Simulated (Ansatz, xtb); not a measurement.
Diatomic PdF, multiplicity 2 (lowest of 2S+1 = 2, 4 at CCSD(T)/def2-TZVPP on PBE0 minima; our sources give no spin for the ground state, which may be another). No spin–orbit coupling.

Seven points along R, fitted to fifth degree in 1/R; most abundant isotopes. Runs in def2 and cc sets follow the lowest solution found near the PBE0 minimum.

Correlated levels freeze the inner cores; with def2 sets outer-core shells near the valence are correlated too.

Run with Ansatz (Gaussian orbitals); xtb for the GFN methods. Values without a source in brackets are computed. In def2 rows elements past Kr take small-core potentials, without spin–orbit coupling. The GFN methods have no spin term and hold the electronic entropy of 300 K.

| level | r_e (Å) | ω_e (cm⁻¹) | ω_e x_e (cm⁻¹) | dipole (D) |
|---|---|---|---|---|
| GFN2-xTB | 1.933 | 466 | 0.97 | - |
| PBE/def2-TZVPP | 1.920 | 539 | 3.2 | 4.13 |
| r2SCAN/def2-TZVPP | 1.908 | 561 | 3.0 | 4.44 |
| B97M-V/def2-TZVPP | 1.912 | 558 | 3.0 | 4.53 |
| PBE0/def2-TZVPP | 1.915 | 560 | 2.9 | 4.81 |
| CAM-B3LYP/def2-TZVPP | 1.917 | 567 | 2.8 | 4.95 |
| wB97M-V/def2-TZVPP | 1.926 | … | 2.7 | 5.06 |
| CCSD(T)/def2-TZVPP | … | … | 2.9 | - |

What belongs in the gaps?


- CCSD(T)/def2-TZVPP, r_e (Å): 1.918
- CCSD(T)/def2-TZVPP, ω_e (cm⁻¹): 568
- wB97M-V/def2-TZVPP, ω_e (cm⁻¹): 559

Ansatz is a first-principles code.
